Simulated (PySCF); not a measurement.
## Ga (gallium, neutral) across methods

[Ar] 3d10 4s1 4p1 4d1, one real determinant (an excited configuration). Computed with PySCF 2.14 in aug-cc-pVTZ-PP with ECP10MDF, with a scalar-relativistic core potential.

| method | E (hartree) | mean ε 4s α (eV) | mean ε 4p α (eV) | mean ε 4d α (eV) | Σ⟨r²⟩ (bohr²) | ⟨S²⟩ |
| --- | --- | --- | --- | --- | --- | --- |
| PBE0 | -259.0465 | -14.676 | -7.269 | -0.870 | 71.72 | 3.751 |
| M06-2X | -259.2031 | -15.450 | -8.071 | -1.001 | 71.81 | 3.750 |
| r2SCAN | -258.9702 | -13.925 | -6.629 | -0.516 | 71.48 | 3.752 |
| UHF | -257.97840 | -17.723 | -9.974 | -1.335 | 73.09 | 3.751 |
| BP86 | -259.2123 | -13.600 | -6.316 | -0.723 | 70.93 | 3.751 |
| r2SCANh | -258.9652 | -14.362 | -6.989 | -0.609 | 71.47 | 3.752 |
| wB97X-V | -259.0294 | -17.012 | -9.324 | -1.494 | 71.84 | 3.751 |
| PBE | -259.0849 | -13.467 | -6.244 | -0.635 | 71.42 | 3.751 |

Estimate the same row for LDA.

E (hartree) = -258.6415; mean ε 4s α (eV) = -13.733; mean ε 4p α (eV) = -6.258; mean ε 4d α (eV) = -0.537; Σ⟨r²⟩ (bohr²) = 70.13; ⟨S²⟩ = 3.751.

⟨L²⟩ = 8.01 against 12 for a pure F term, so this real determinant mixes terms. Energies and moments cover only the electrons outside the core potential. The outer electron is Rydberg-like, and this basis confines it to a smaller radius and binds it less than a complete one would.
